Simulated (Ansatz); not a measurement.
Reaction (substitution at a C–Si bond): `C[SiH2]N(C)[SiH3]` + `S[Si]Cl` → `CS[Si]Cl` + `CN([SiH3])[SiH3]`

Isolated molecules relaxed with PBE0-D4/def2-TZVP in Ansatz; ΔE leaves out vibrations. CBS: MP2 limit from def2 TZ/QZ plus the TZ coupled-cluster correction, frozen cores. This one scheme is used for every species. Functionals use def2-TZVPP. Each species was taken in one conformer, which may not be the lowest.

`C[SiH2]N(C)[SiH3]`:

Z-matrix (Å, degrees):
```
C
Si 1 1.867
H 1 1.092 2 110.9
H 1 1.094 2 110.1 3 -119.9
H 1 1.093 2 111.7 3 120.7
N 2 1.730 1 112.3 3 -61.6
H 2 1.494 1 108.1 3 177.0
H 2 1.486 1 110.4 3 58.0
Si 6 1.724 2 125.6 1 120.5
C 6 1.461 2 117.4 1 -67.0
H 9 1.492 6 112.4 2 108.1
H 9 1.491 6 109.5 2 -133.5
H 9 1.483 6 108.9 2 -13.0
H 10 1.097 6 112.2 2 -93.5
H 10 1.095 6 111.0 2 145.7
H 10 1.094 6 111.2 2 27.0
```

`S[Si]Cl`:

```xyz
4

S     0.541   -0.373    0.921
Si   -0.277    0.607   -0.790
Cl   -1.666   -0.865   -1.297
H     1.403    0.631    1.166
```

`CS[Si]Cl`:

Z-matrix (Å, degrees):
```
C
S 1 1.809
H 1 1.089 2 108.2
H 1 1.089 2 108.3 3 118.6
H 1 1.088 2 110.7 3 -120.7
Si 2 2.122 1 113.1 3 121.2
Cl 6 2.097 2 103.6 1 -0.0
```

`CN([SiH3])[SiH3]`:

Cartesian coordinates in Å:
```
C 1.268 0.811 -0.002
N -0.001 0.085 0.010
Si -0.506 -0.575 1.522
Si -0.741 -0.213 -1.519
H 1.281 1.558 -0.801
H 1.416 1.350 0.940
H 2.128 0.147 -0.148
H -1.857 -1.163 1.353
H -0.532 0.503 2.550
H 0.425 -1.628 2.022
H -0.904 1.075 -2.251
H -2.061 -0.849 -1.289
H 0.085 -1.102 -2.386
```

| level | ΔE (kcal/mol) |
| --- | --- |
| LDA (SPW92) | 13.4 |
| HF/def2-TZVPP | 14.5 |

(1) What does CCSD(T)/CBS give? (Best estimate.)

Largest T1 diagnostic among the species: 0.014.

Answers

(1) Ansatz gave: +14.3 kcal/mol. The listed levels differ from it by -0.9, 0.2 kcal/mol.

Leaving LDA and LC-ωPBE aside and taking each functional with its dispersion term where it has one, the values, not all of them listed here, spread over 2.5 kcal/mol, from BLYP-D4 to ωB97M-V. From PBE to PBE0 (25 % exact exchange), in def2-TZVPP and without D4, ΔE moves by +0.9 kcal/mol. At CCSD(T), def2-SVP lies −1.4 kcal/mol from the extrapolated value and def2-TZVPP +0.1 kcal/mol.
